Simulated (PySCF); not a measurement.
# TDDFT excited states: C5H10N2

Species: C5H10N2.
SMILES: `C=N/N=C(\C)CC`

Theory: PySCF, TDDFT B3LYP/def2-SVPD, vertical, gas phase, core orbitals frozen in the response. One conformer (not necessarily the lowest) at the PBE0-D3(BJ)/def2-SVP geometry, without solvent, vibrations or thermal averaging. Torsions of this conformer, `[CH2:1]=[N:2]/[N:3]=[C:4](\[CH3:5])[CH2:6][CH3:7]`: C1–N2–N3–C4 -116°, N3–C4–C6–C7 109°.

```json
{"state": "S1", "E (eV)": "4.45", "E (hartree)": "0.1634", "f": "0.0015", "|μ| (D)": "0.30", "main configurations (H = HOMO, L = LUMO)": "H→L (94%)"}
{"state": "S2", "E (eV)": "5.12", "E (hartree)": "0.1883", "f": "0.020", "|μ| (D)": "1.01", "main configurations (H = HOMO, L = LUMO)": "H-1→L (54%), H→L+1 (37%)"}
{"state": "S3", "E (eV)": "5.90", "E (hartree)": "0.2168", "f": "0.368", "|μ| (D)": "4.06", "main configurations (H = HOMO, L = LUMO)": "H→L+1 (58%), H-1→L (37%)"}
{"state": "S4", "E (eV)": "6.33", "E (hartree)": "0.2327", "f": "0.038", "|μ| (D)": "1.26", "main configurations (H = HOMO, L = LUMO)": "H-1→L+1 (45%), H→L+2 (40%)"}
{"state": "S5", "E (eV)": "6.57", "E (hartree)": "0.2413", "f": "0.057", "|μ| (D)": "1.51", "main configurations (H = HOMO, L = LUMO)": "H→L+2 (51%), H-1→L+1 (37%)"}
{"state": "S6", "E (eV)": "6.83", "E (hartree)": "0.2511", "f": "0.013", "|μ| (D)": "0.70", "main configurations (H = HOMO, L = LUMO)": "H→L+3 (73%), H-1→L+2 (15%)"}
{"state": "S7", "E (eV)": "6.94", "E (hartree)": "0.2552", "f": "0.011", "|μ| (D)": "0.63", "main configurations (H = HOMO, L = LUMO)": "H-1→L+2 (71%), H→L+3 (14%), H-2→L (10%)"}
{"state": "S8", "E (eV)": "7.22", "E (hartree)": "0.2655", "f": "0.012", "|μ| (D)": "0.66", "main configurations (H = HOMO, L = LUMO)": "H→L+4 (59%), H-2→L (20%), H→L+5 (11%)"}
{"state": "S9", "E (eV)": "7.29", "E (hartree)": "0.2680", "f": "0.015", "|μ| (D)": "0.73", "main configurations (H = HOMO, L = LUMO)": "H→L+5 (68%), H→L+4 (20%)"}
{"state": "S10", "E (eV)": "7.33", "E (hartree)": "0.2694", "f": "0.016", "|μ| (D)": "0.76", "main configurations (H = HOMO, L = LUMO)": "H-1→L+3 (61%), H→L+5 (13%), H-2→L (12%)"}
```

Triplets, Tamm–Dancoff:

```
state  E (eV)  λ (nm)  main configurations (H = HOMO, L = LUMO)
   T1    3.57   347.5                                 H→L (95%)
   T2    3.95   313.6                               H-1→L (90%)
   T3    4.56   271.6                   H→L+1 (72%), H→L+2 (9%)
   T4    4.92   251.9               H-1→L+1 (70%), H-1→L+2 (9%)
```

The lowest singlet lies at 4.45 eV (279 nm, ultraviolet) and is very weak; its leading configuration is HOMO→LUMO (94%). The strongest level in the table is S3 at 5.90 eV (210 nm, f = 0.368). Löwdin shares by element: HOMO nitrogen 66%, carbon 19% or more (atoms not listed hold the other 15%); LUMO carbon 39% or more, nitrogen 38% (atoms not listed hold the other 22%). Weighted by f, the mean energy of these states is 6.12 eV. Of the 10 states listed, 9 reach f = 0.01 and none stays under 0.0005. Orbital energies (eV): HOMO-3 -9.44, HOMO-2 -9.33, HOMO-1 -7.12, HOMO -6.59, LUMO -0.94, LUMO+1 0.04, LUMO+2 0.59. The vertical ionisation energy (ΔSCF) is 8.67 eV, 1.34 eV above S10. Only the lowest 10 singlets were computed, as vertical energies without vibronic structure.
